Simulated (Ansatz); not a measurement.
Consider the ligand exchange at a Ti–F bond: `[CH3][Ti]([OH])([OH])[F]` + HCl → `[CH3][Ti]([OH])([OH])[Cl]` + H–F.

Computed with Ansatz on PBE0-D4/def2-TZVP structures; ΔE is electronic, products minus reactants. CBS: MP2 limit from def2 TZ/QZ plus the TZ coupled-cluster correction, frozen cores. This one scheme is used for every species. Functionals use def2-TZVPP. For Ti outer-core shells are correlated without core-valence functions, which leaves a few kJ/mol of doubt a bond. Scalar relativity is left out up to krypton. Each species was taken in one conformer, which may not be the lowest.

```
           level  ΔE (kJ/mol)
            BLYP         29.6
CCSD(T)/def2-SVP         29.0
```

Q: What does CCSD(T)/CBS give? (Best estimate.)

A: Computed: +8.3 kJ/mol. The listed levels differ from it by 21.3, 20.7 kJ/mol.

Largest T1 diagnostic among the species: 0.022, so the coupled-cluster value is less sure than usual.

From BLYP to BHLYP (50 % exact exchange), in def2-TZVPP and without D4, ΔE moves by −8.4 kJ/mol. At CCSD(T), def2-SVP lies +20.7 kJ/mol from the extrapolated value and def2-TZVPP +5.9 kJ/mol. In def2-TZVPP, CCSD(T) changes the Hartree–Fock value by −7.1 kJ/mol (the triples alone add −4.1 kJ/mol) and MP2 by −17.2 kJ/mol.
